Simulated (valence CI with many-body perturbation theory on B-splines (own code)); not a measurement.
Nd¹⁰⁺: E2, M1 decay

Method: valence CI with perturbative core correlation (CI+MBPT): four valence electrons over a frozen Dirac-Fock core [Kr] 4d10, radial functions for each j: 8 s, 8 p, 9 d, 9 f, 6 g, 3 h, 2 i, with the one-electron correlation potential Σ1, the two-electron term Σ2, the three-electron term Σ3, Breit, model QED; selected CI, second order for the rest, scaled by the run's own slope (own B-spline code, finite nucleus).

No measured levels were compared; by estimate terms of the open shell hold to a few per cent of their energy, and close levels can change places; configurations with another count of f electrons can be misplaced by thousands of cm⁻¹. Core correlation moves these levels by up to 55000 cm⁻¹, and in measured spectra 5 to 20 % of such shifts remained as error; rates that hang on mixing are uncertain with them. Among the levels kept, up to 280 cm⁻¹ of a level comes from second order outside the variational space, and about a tenth of that is noise between levels of different J, which matters for small intervals.

Lines 51 to 100 of 117 in falling wavelength, among levels below 21.801 eV, chosen from the decays that carry over 1 % of a level's rate. Wavelengths and rates use the calculated energies, so an error of 2000 cm⁻¹ moves a line at 342.5 nm by 6.9 % and its rate by three times that or more. Electric multipoles are in the length gauge, E1 and E2 with the static RPA response of the core. S is in atomic units (e²a₀⁴ for E2 and M2, e²a₀⁶ for E3), for M1 in squared Bohr magnetons. Weak lines are less certain than strong ones. Lines between different terms over intervals too small for the method are left out, as are lines whose strength nearly cancels.

Names give the largest LS component (configuration and term), which can be under half, so a name can repeat, a term be missing and a line seem to break the LS rules; names also repeat where a configuration has a term twice.

```csv
λ vac (nm),Upper,Lower,Type,A (s⁻¹),S (a.u.)
342.5,4f2 5s2 3P_2,4f 5s2 5p 3F_3,E2,7.71e-02,1.62e-01
334.6,4f 5s2 5p 1F_3,4f2 5s2 3F_2,M1,1.36e+01,1.32e-01
332.3,5s2 5p2 3P_1,4f2 5s2 3P_0,M1,2.25e+02,9.19e-01
320.7,4f 5s2 5p 3F_4,4f2 5s2 3F_4,M1,2.52e+01,2.78e-01
320.1,4f2 5s2 3P_2,4f 5s2 5p 3F_2,M1,2.75e-01,1.67e-03
300.7,4f2 5s2 3P_0,4f 5s2 5p 3F_2,E2,1.98e+00,4.35e-01
299.1,5s2 5p2 3P_2,4f 5s2 5p 3D_2,M1,1.42e+01,7.06e-02
298.2,4f 5s2 5p 1F_3,4f 5s2 5p 3F_3,M1,2.81e+01,1.93e-01
286.2,4f2 5s2 3P_2,4f 5s2 5p 3G_3,M1,6.31e-02,2.74e-04
281.0,4f 5s2 5p 1F_3,4f 5s2 5p 3F_2,M1,2.07e+02,1.19e+00
277.2,4f 5s2 5p 3F_4,4f 5s2 5p 3G_4,M1,1.59e+02,1.13e+00
276.1,4f 5s2 5p 3D_3,4f2 5s2 3F_4,M1,1.94e+01,1.06e-01
273.1,4f 5s2 5p 3G_5,4f2 5s2 3F_4,M1,8.82e+01,7.33e-01
271.8,4f 5s2 5p 3D_2,4f2 5s2 3F_2,M1,2.95e+01,1.10e-01
268.9,4f 5s2 5p 3D_3,4f2 5s2 3F_3,M1,1.66e+01,8.38e-02
265.6,4f 5s2 5p 3F_4,4f 5s2 5p 3F_3,M1,1.20e+02,7.53e-01
265.1,4f2 5s2 1S_0,4f2 5s2 3P_1,M1,2.79e+01,1.93e-02
259.7,5s2 5p2 1D_2,5s2 5p2 3P_2,M1,5.38e+02,1.75e+00
254.5,4f 5s2 5p 1F_3,4f 5s2 5p 3G_3,M1,3.18e+02,1.36e+00
252.1,5s2 5p2 3P_1,5s2 5p2 3P_0,M1,3.63e+02,6.46e-01
247.9,5s2 5p2 3P_2,4f 5s2 5p 1F_3,M1,3.98e+00,1.12e-02
243.2,4f 5s2 5p 3D_3,4f 5s2 5p 3G_4,M1,1.25e+02,4.67e-01
240.9,4f 5s2 5p 3G_5,4f 5s2 5p 3G_4,M1,5.44e+02,3.10e+00
237.8,4f 5s2 5p 3D_1,4f2 5s2 3F_2,M1,4.39e+01,6.57e-02
236.2,4f 5s2 5p 1G_4,4f2 5s2 3F_4,M1,2.50e+01,1.10e-01
235.3,4f 5s2 5p 3D_2,4f 5s2 5p 3F_2,M1,4.59e+02,1.11e+00
234.2,4f 5s2 5p 3D_3,4f 5s2 5p 3F_3,M1,4.43e+02,1.48e+00
232.1,4f 5s2 5p 3G_5,4f 5s2 5p 3F_3,E2,6.78e+00,4.48e+00
231.0,4f 5s2 5p 1G_4,4f2 5s2 3F_3,M1,1.14e+01,4.68e-02
230.4,4f 5s2 5p 3F_4,4f 5s2 5p 3G_3,M1,3.09e+02,1.26e+00
223.6,4f2 5s2 1S_0,4f2 5s2 1D_2,E2,6.63e+00,3.31e-01
223.5,4f 5s2 5p 3D_3,4f 5s2 5p 3F_2,M1,1.74e+01,5.03e-02
220.3,4f 5s2 5p 1D_2,4f2 5s2 3F_3,M1,2.61e+01,5.17e-02
216.5,4f 5s2 5p 3D_2,4f 5s2 5p 3G_3,M1,1.61e+02,3.02e-01
216.5,4f 5s2 5p 3D_2,4f 5s2 5p 3G_3,E2,1.60e+01,3.39e+00
211.7,4f 5s2 5p 1G_4,4f 5s2 5p 3G_4,M1,1.47e+02,4.64e-01
209.4,4f 5s2 5p 3D_1,4f 5s2 5p 3F_2,M1,6.48e+02,6.62e-01
206.4,4f 5s2 5p 3D_3,4f 5s2 5p 3G_3,M1,4.31e+01,9.83e-02
204.9,4f 5s2 5p 1G_4,4f 5s2 5p 3F_3,M1,1.45e+02,4.16e-01
196.5,4f 5s2 5p 1D_2,4f 5s2 5p 3F_3,M1,6.51e+02,9.15e-01
195.7,5s2 5p2 1D_2,5s2 5p2 3P_1,M1,7.83e+02,1.09e+00
194.4,4f 5s2 5p 3D_1,4f 5s2 5p 3G_3,E2,2.69e+01,2.00e+00
191.4,5s2 5p2 3P_2,5s2 5p2 3P_0,E2,9.83e+00,1.13e+00
183.3,4f 5s2 5p 1G_4,4f 5s2 5p 3G_3,M1,4.35e+02,8.94e-01
183.3,4f 5s2 5p 1G_4,4f 5s2 5p 3G_3,E2,1.03e+01,1.72e+00
176.5,4f 5s2 5p 1D_2,4f 5s2 5p 3G_3,M1,8.74e+00,8.91e-03
163.1,5s2 5p2 3P_1,4f 5s2 5p 3F_3,E2,3.40e+01,1.05e+00
163.1,4f2 5s2 1S_0,4f2 5s2 3F_2,E2,2.73e+00,2.81e-02
162.6,5s2 5p2 1D_2,4f 5s2 5p 1D_2,M1,1.12e+02,8.96e-02
161.3,5s2 5p2 1S_0,5s2 5p2 3P_2,E2,1.52e+02,1.48e+00
```
